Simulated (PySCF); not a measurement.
**Ionisation energy of Pd²⁺ by level of theory**

Pd²⁺ [Kr] 4d8 (3F) → Pd³⁺ [Kr] 4d7 (4F), as a difference of total energies. Calculation: PySCF 2.14, in ANO-RCC-VTZP (7s6p4d2f1g, 68 functions); scalar relativity by spin-free X2C-1e. Correlated levels: valence: [Kr] frozen. The calculations carry no spin-orbit coupling.

```json
{"method": "UHF", "ionisation energy (eV)": "31.222", "plus first-order spin-orbit estimate": "31.194", "difference from reference of that sum (eV)": "-1.736"}
{"method": "MP2 (valence)", "ionisation energy (eV)": "32.835", "plus first-order spin-orbit estimate": "32.807", "difference from reference of that sum (eV)": "-0.123"}
{"method": "SCS-MP2 (valence)", "ionisation energy (eV)": "32.842", "plus first-order spin-orbit estimate": "32.814", "difference from reference of that sum (eV)": "-0.116"}
{"method": "CCSD (valence)", "ionisation energy (eV)": "32.677", "plus first-order spin-orbit estimate": "32.649", "difference from reference of that sum (eV)": "-0.281"}
{"method": "CCSD(T) (valence)", "ionisation energy (eV)": "32.741", "plus first-order spin-orbit estimate": "32.713", "difference from reference of that sum (eV)": "-0.217"}
```

Reference: 32.93 eV (semi-empirical (NIST evaluation); NIST Atomic Spectra Database, ionization energies).

A first-order spin-orbit estimate (lowest level to lowest level, LS coupling) adds -0.028 eV.

Errors of the correlated levels include the incompleteness of this basis and the frozen core.
